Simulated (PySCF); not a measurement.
# Electric field gradients and quadrupole coupling constants

Compound: C6H8OP2.
Z-matrix (Å and degrees, PBE0-D3(BJ)/def2-SVP geometry), rows numbered from 1:
```
C 
O   1  1.4050
C   2  1.3460  1  119.41
P   3  1.7587  2  119.88  1     0.91
C   4  1.7387  3  102.21  2  -179.84
C   5  1.3835  4  130.23  3     0.08
C   6  1.4016  5  126.39  4    -0.27
C   7  1.5067  6  117.92  5   179.93
P   7  1.7374  6  126.83  5     0.06
H   1  1.1045  2  111.26  3   -61.45
H   1  1.1045  2  111.25  3    59.41
H   1  1.0970  2  106.59  3   178.96
H   5  1.0961  4  113.08  3  -179.97
H   6  1.0976  5  116.97  4   179.88
H   8  1.1020  7  110.87  6    56.81
H   8  1.0997  7  111.99  6   177.47
H   8  1.1024  7  110.74  6   -62.18
```

Field gradients from the PBE0/pcSseg-1 density (PySCF, non-relativistic), principal values in atomic units, ordered |Vxx| ≤ |Vyy| ≤ |Vzz|:

| atom | Vxx | Vyy | Vzz |
| --- | --- | --- | --- |
| O2 | -0.4585 | -1.4128 | 1.8712 |

Q: Find the asymmetry η = (Vxx − Vyy)/Vzz and the couplings χ = eQV/h (234.96 MHz × Q in barn × V in au), with Q(17O) = −0.0256 b.

A: 
```json
{"atom": "O2", "environment": "aryl ether oxygen", "nucleus": "17O", "η": "0.51", "χzz (MHz)": "-11.26", "χxx (MHz)": "2.76", "χyy (MHz)": "8.50"}
```

Q: What is Vzz at O2 in SI units (1 au = 9.71736 × 10²¹ V/m²)?

A: 1.8712 au = 18.183 × 10²¹ V/m².

Q: What couplings would deuterons (Q(2H) = 0.00286 b) have in place of the hydrogens, at this geometry?

A: 
```csv
atom,bonded to,bond length (Å),Vzz (au),η,χzz (kHz)
H10,C1,1.105,0.2730,0.09,183
H11,C1,1.105,0.2727,0.10,183
H12,C1,1.097,0.2891,0.08,194
H13,C5,1.096,0.2982,0.07,200
H14,C6,1.098,0.2933,0.08,197
H15,C8,1.102,0.2888,0.03,194
H16,C8,1.100,0.2886,0.05,194
H17,C8,1.102,0.2883,0.03,194
```

The structure is a single PBE0-D3(BJ)/def2-SVP conformer in the gas phase; no vibrational or solvent corrections. These gradients aren't converged with respect to the basis.
